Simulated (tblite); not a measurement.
Species: C₆H₁₆N (charge +1).
Bonds: C1–C2, C2–C3, C3–C4, C4–N5, N5–C6, N5–C7. Hydrogens: H8, H9, H10 on C1; H11, H12 on C2; H13, H14 on C3; H15, H16 on C4; H17 on N5; H18, H19, H20 on C6; H21, H22, H23 on C7.

Computed with GFN2-xTB (tblite), gas phase: Langevin dynamics at 600 K from the optimised GFN2-xTB geometry, time step 0.5 fs, friction 0.01 fs⁻¹, 2000 steps. The instantaneous temperature is 2·E(kin)/(3Nk) with all 3N coordinates.

```csv
t (fs),T (K),E(pot) above start (eV),C1–C2 (Å),C2–C3 (Å),C3–C4 (Å),C4–N5 (Å),N5–C6 (Å),C1–H8 (Å),C1–C2–C3–C4 (°)
0,480,0.000,1.525,1.530,1.526,1.491,1.473,1.086,176
25,343,1.109,1.521,1.573,1.525,1.467,1.510,1.054,175
50,410,0.842,1.526,1.557,1.500,1.551,1.493,1.086,-178
75,474,0.851,1.561,1.528,1.550,1.457,1.455,1.084,-172
100,295,1.298,1.519,1.539,1.585,1.441,1.539,1.089,-164
125,398,1.394,1.496,1.620,1.578,1.458,1.502,1.081,-171
150,398,1.526,1.497,1.531,1.425,1.491,1.504,1.098,177
175,503,1.771,1.524,1.556,1.480,1.548,1.481,1.090,178
200,504,1.256,1.570,1.615,1.601,1.486,1.506,1.051,-176
225,401,1.415,1.572,1.494,1.514,1.487,1.497,1.107,-176
250,500,1.329,1.585,1.555,1.465,1.510,1.425,1.094,-173
275,419,1.662,1.566,1.602,1.511,1.530,1.464,1.080,-165
300,615,1.221,1.491,1.490,1.572,1.457,1.421,1.097,-167
325,482,2.044,1.454,1.541,1.598,1.533,1.511,1.039,-163
350,486,1.833,1.509,1.493,1.549,1.464,1.478,1.133,-155
375,526,1.726,1.548,1.530,1.493,1.539,1.499,1.136,-168
400,555,1.642,1.551,1.491,1.569,1.559,1.544,1.090,-178
425,543,2.052,1.590,1.517,1.537,1.441,1.428,1.068,-174
450,760,1.637,1.584,1.631,1.543,1.570,1.515,1.100,178
475,758,1.604,1.539,1.546,1.481,1.513,1.483,1.094,156
500,781,1.925,1.489,1.554,1.567,1.562,1.397,1.094,137
525,492,2.176,1.530,1.540,1.567,1.563,1.394,1.057,125
550,605,1.572,1.600,1.509,1.516,1.452,1.490,1.075,126
575,507,1.503,1.558,1.571,1.468,1.534,1.536,1.134,134
600,525,1.716,1.535,1.562,1.530,1.520,1.436,1.097,132
625,580,1.339,1.515,1.501,1.480,1.513,1.496,1.086,127
650,636,1.427,1.520,1.551,1.573,1.522,1.510,1.114,122
675,346,1.995,1.461,1.554,1.580,1.465,1.474,1.112,141
700,693,1.644,1.547,1.556,1.576,1.479,1.546,1.051,145
725,463,1.819,1.598,1.599,1.520,1.534,1.465,1.085,144
750,647,1.599,1.503,1.557,1.524,1.496,1.467,1.156,151
775,666,1.561,1.474,1.579,1.538,1.530,1.495,1.105,157
800,744,1.461,1.452,1.586,1.456,1.544,1.585,1.024,151
825,639,1.928,1.531,1.565,1.487,1.481,1.445,1.113,154
850,660,2.263,1.631,1.581,1.570,1.614,1.412,1.128,165
875,682,1.917,1.592,1.527,1.502,1.466,1.471,1.036,175
900,866,1.597,1.447,1.642,1.530,1.423,1.529,1.044,-176
925,363,2.055,1.463,1.588,1.534,1.498,1.541,1.130,-170
950,456,1.711,1.518,1.514,1.486,1.538,1.519,1.131,-164
975,480,1.616,1.613,1.598,1.532,1.517,1.553,1.029,-162
1000,570,1.648,1.481,1.615,1.558,1.499,1.437,1.098,-158
```

**Question.** From 500 fs on, how do temperature and potential energy compare with equipartition?

**Answer.** The mean temperature of these 21 frames is 591 K against the target 600 K, and the mean potential energy 1.74 eV against 63 × kT/2 = 1.63 eV for 63 classical harmonic modes. For 23 atoms in a canonical ensemble the temperature itself scatters by T·√(2/(3N)) = 102 K; here its standard deviation is 129 K. The whole run lasts only 10 friction times of 100 fs, so these averages carry a wide statistical error.

**Question.** What are the kinetic and total energies of the listed frame with the highest potential energy?

**Answer.** The one at 850 fs, 2.263 eV above the start. Its kinetic energy is 3NkT/2 = 1.964 eV at 660 K, so the sum is 4.23 eV; over the listed frames the sum runs from 1.43 to 4.25 eV, since the thermostat adds and removes energy.

**Question.** How much do the listed bonds fluctuate from 500 fs on?

**Answer.** 
```json
{"bond": "C1–C2", "at the start (Å)": "1.525", "mean (Å)": "1.527", "standard deviation (Å)": "0.054"}
{"bond": "C2–C3", "at the start (Å)": "1.530", "mean (Å)": "1.564", "standard deviation (Å)": "0.034"}
{"bond": "C3–C4", "at the start (Å)": "1.526", "mean (Å)": "1.528", "standard deviation (Å)": "0.037"}
{"bond": "C4–N5", "at the start (Å)": "1.491", "mean (Å)": "1.512", "standard deviation (Å)": "0.042"}
{"bond": "N5–C6", "at the start (Å)": "1.473", "mean (Å)": "1.486", "standard deviation (Å)": "0.052"}
{"bond": "C1–H8", "at the start (Å)": "1.086", "mean (Å)": "1.090", "standard deviation (Å)": "0.037"}
```

The motion is classical and holds no zero-point motion.

The cost below is that of the whole dynamics run. On one thread, Intel Xeon Platinum 8488C (x86_64) (shared host), this took 12 s wall and 0.18 GiB of memory at its peak.
